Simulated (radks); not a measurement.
The mercury ion Hg+ inside a hard spherical wall (all orbitals vanish at R), configuration held at [Xe] 4f14 5d10 6s1 and not refilled when levels cross. All-electron calculation, scalar-relativistic Kohn-Sham, PBE, spin-polarised, spherical densities, finite nucleus; open shells are filled with parallel spins first (spin-orbit coupling, left out, can overturn this in heavy ions); Fermi nuclear charge, rms radius 5.4648 fm. Program: a radial shooting solver on a logarithmic mesh with Libxc functionals. Eigenvalues in eV for spin up, with the zero of energy where the potential of the charges vanishes at infinity; a dash marks a level that is unbound or too diffuse for the functional's potential to be trusted. A positive occupied level is held by the wall or, in an anion where self-interaction has pushed it up, behind a barrier. The pressure on the wall is -dE/dV.

R (bohr)  E (hartree)  kinetic (hartree)    e(4f)    e(5p)    e(5d)    e(6s)  e(6p, empty)  e(7s, empty)  pressure (GPa)
free      -19617.5895          22008.255  -104.93  -75.635  -18.985  -15.086        -7.771             -               0
12        -19617.5895          22008.255  -104.93  -75.635  -18.985  -15.086        -7.771        -3.558        < 0.0001
8         -19617.5894          22008.257  -104.92  -75.628  -18.978  -15.079        -7.693        -2.042         0.00784
7         -19617.5888          22008.264  -104.89  -75.601  -18.953  -15.048        -7.522        -0.399          0.0632
6         -19617.5851          22008.301  -104.77  -75.481  -18.844  -14.901        -7.007         3.076           0.510
3.5       -19617.1802          22010.663  -99.379  -70.682  -14.337   -7.402         6.009        50.530             151
3         -19616.4808          22014.087  -93.589  -65.858   -9.392    1.809        19.372        87.900             594
2.5       -19614.3252          22023.754  -81.259  -55.978    1.779   24.513        49.859        162.55            2780
2         -19606.5439          22055.939  -53.024  -32.772   30.514   88.054        128.12        331.18           17000
1.5       -19570.9895          22186.902   19.066   40.260   122.32   297.97        365.54        788.68          154000
